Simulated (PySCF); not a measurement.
Two species compared at the same levels of theory.

First species: C2H6O3Si.
SMILES: `CC(=O)O[SiH2]O`

Second species: C6H9P.
Structure used (GFN2-xTB), in Å, numbered top down from 1:
```xyz
16
C6H9P angstrom
C      2.1755   -2.0229    0.1210
C      2.3456   -0.8426    0.0101
C      2.4929    0.5835   -0.1145
P      0.9002    1.5135    0.3033
C     -0.2112    0.6130   -0.5605
C     -1.6751    0.8948   -0.5488
C     -2.4433   -0.2939    0.0308
H      2.0514   -3.0595    0.2189
H      2.7826    0.8491   -1.1361
H      3.2724    0.9378    0.5668
H      0.0950   -0.2605   -1.1245
H     -1.8816    1.7915    0.0399
H     -2.0204    1.0740   -1.5725
H     -3.5116   -0.0909    0.0416
H     -2.2649   -1.1868   -0.5650
H     -2.1153   -0.4911    1.0492
```

Levels: PBE0/def2-SVPD for dipole moment, HOMO energy, LUMO energy, HOMO–LUMO gap, static isotropic polarisability and electronic spatial extent ⟨r²⟩ about the centre of nuclear charge; TDDFT PBE0/def2-SVPD for lowest singlet excitation; TDA PBE0/def2-SVPD for lowest triplet excitation (Tamm–Dancoff); GFN2-xTB for rotational constant A and rotational constant C. Geometries: GFN2-xTB. Each structure is a single optimised conformer of the isolated species, non-relativistic unless stated; the electronic structure was computed with PySCF and density fitting.

The conformers computed, where there is a choice (atom-mapped SMILES and torsion angles):
- `[CH3:1][C:2](=[O:3])[O:4][SiH2:5][OH:6]`: C1–C2–O4–Si5 179°, C2–O4–Si5–O6 -2°, H–O6–Si5–O4 2°
- `[CH:1]#[C:2][CH2:3]/[P:4]=[CH:5]/[CH2:6][CH3:7]`: C2–C3–P4–C5 -46°, P4–C5–C6–C7 -118°

Values for the first species:

- Dipole moment: 2.53 D
- HOMO energy: -8.44 eV
- LUMO energy: -0.22 eV
- HOMO–LUMO gap: 8.22 eV
- Lowest singlet excitation: 5.91 eV
- Lowest triplet excitation (Tamm–Dancoff): 5.38 eV
- Static isotropic polarisability: 58.3 au
- Electronic spatial extent ⟨r²⟩ about the centre of nuclear charge: 768 bohr²
- Rotational constant A: 6.471 GHz
- Rotational constant C: 1.548 GHz

(1) Estimate the same properties for the second species, and the change in each.

## Answers

(1) 
```json
{"property": "dipole moment", "first": "2.53 D", "second": "1.02 D", "second less first": "-1.51 D"}
{"property": "HOMO energy", "first": "-8.44 eV", "second": "-6.95 eV", "second less first": "+1.49 eV"}
{"property": "LUMO energy", "first": "-0.22 eV", "second": "-1.46 eV", "second less first": "-1.24 eV"}
{"property": "HOMO–LUMO gap", "first": "8.22 eV", "second": "5.49 eV", "second less first": "-2.73 eV"}
{"property": "lowest singlet excitation", "first": "5.91 eV", "second": "4.46 eV", "second less first": "-1.45 eV"}
{"property": "lowest triplet excitation (Tamm–Dancoff)", "first": "5.38 eV", "second": "2.71 eV", "second less first": "-2.67 eV"}
{"property": "static isotropic polarisability", "first": "58.3 au", "second": "97.6 au", "second less first": "+39.3 au"}
{"property": "electronic spatial extent ⟨r²⟩ about the centre of nuclear charge", "first": "768 bohr²", "second": "1190 bohr²", "second less first": "+422 bohr²"}
{"property": "rotational constant A", "first": "6.471 GHz", "second": "3.162 GHz", "second less first": "-3.309 GHz"}
{"property": "rotational constant C", "first": "1.548 GHz", "second": "0.992 GHz", "second less first": "-0.556 GHz"}
```

On the first: The vertical singlet–triplet gap S1 − T1 is 0.53 eV (TDDFT singlet less Tamm–Dancoff triplet; S1: HOMO→LUMO, weight 0.98; T1: HOMO→LUMO, weight 0.97). The polarisability is 8.63 Å³ as a volume (1 au = 0.148185 Å³), or 1.04 au for each of the 56 electrons.

On the second: The vertical singlet–triplet gap S1 − T1 is 1.75 eV (TDDFT singlet less Tamm–Dancoff triplet; S1: HOMO−1→LUMO, weight 0.65, beside HOMO→LUMO, weight 0.33; T1: HOMO→LUMO, weight 0.83). In atomic units the dipole is 0.40 e·bohr (1 au = 2.5417 D).
